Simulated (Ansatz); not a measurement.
A structure relaxed at PBE-D4/def2-SVP in Ansatz, charge 0, singlet:

Cartesian coordinates in Å:
```
Ta -1.3723 -0.6076 1.3384
Ta 1.3722 0.6081 -1.3388
Ta -0.6387 1.1906 -0.1138
Ta 0.6388 -1.1910 0.1141
```

Task: Give its formula and point group.

Result: the cluster Ta4. Point group D2h (tolerance 0.1 Å).

Task: Summarise the bond lengths by kind (pairs closer than 1.2 times the sum of covalent radii, bridged metal pairs left out).

Result: 6 × Ta–Ta 2.43 to 4.02 Å.

In the def2 sets Ta takes a core potential; there is no spin–orbit coupling. The restricted singlet is unstable towards broken spin symmetry at other levels; at PBE-D4/def2-SVP this wasn't settled. The relaxation made no stability test and no search for a lower SCF solution. No other spin state of charge 0 was run. Another isomer (singlet) lies 1.42 eV lower at PBE0-D4/def2-TZVP; other spin states weren't run for this one.
